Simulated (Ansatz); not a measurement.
Four-centre ligand exchange

Start structure (SiH$_{4}$OF$_{2}$, singlet), relaxed at PBE0-D4/def2-TZVP:

```xyz
8
angstrom
Si 0.1485 1.2870 -0.1452
O 0.9007 -0.0551 0.3376
F -0.3113 1.1756 -1.6575
F -1.1802 1.5303 0.6833
H 1.0580 2.4208 0.0204
H -0.6667 -2.6697 0.5741
H -0.4063 -2.7833 -0.1178
H 0.4572 -0.9056 0.3051
```

The step: SiH₂OF₂ ([OH][SiH]([F])[F]) + H₂ → SiH₂F₂ ([F][SiH2][F]) + H₂O; bonds formed: Si1–H7, O2–H6; bonds broken: Si1–O2, H6–H7. Program: Ansatz 0.2.0. Basis: def2-TZVPP and def2-QZVPP. Cores are frozen in the correlated methods. Extrapolation: Hartree–Fock as exp(−7.88 √X), correlation as X^−2.97. Energies below are by CCSD(T) at an estimated basis limit (MP2 extrapolated from triple and quadruple zeta, plus CCSD(T) − MP2 in triple zeta).

Question: What are the electronic barrier and the energy of the step, from the start structure to the end structure? (Judge from chemistry; the value comes from the calculation.)

Answer: The calculation gives: Barrier 2.659 eV; step energy 0.929 eV (uphill); reverse barrier, their difference, 1.730 eV. Barrier and step energy count from the start structure, the reverse barrier from the end structure.

The saddle point: One imaginary mode of 1262i cm⁻¹.
```csv
pair,start (Å),saddle (Å),end (Å)
Si1–H7,4.11,1.68,1.47
O2–H6,3.06,1.14,0.96
Si1–O2,1.61,1.84,2.68
H6–H7,0.75,1.11,2.81
```

Zero-point energy (harmonic, PBE0-D4): ZPE is 1.117 eV at the start and 1.203 eV at the saddle, so the barrier goes from 2.659 to 2.745 eV.

T1 diagnostic: at most 0.013.

Labels in which every atom is bracketed show which atoms are joined, not bond orders.

For scale, one of the runs: CCSD(T)/def2-TZVPP, 191 basis functions, launched by `ansatz run in.yaml --threads 4 --pin off --events-out ev --progress --plain --max-ram 9574MiB`. Hardware: 4 CPU threads of an Arm Neoverse V2, shared host. Wall time 40 s; peak host memory 2.2 GiB.
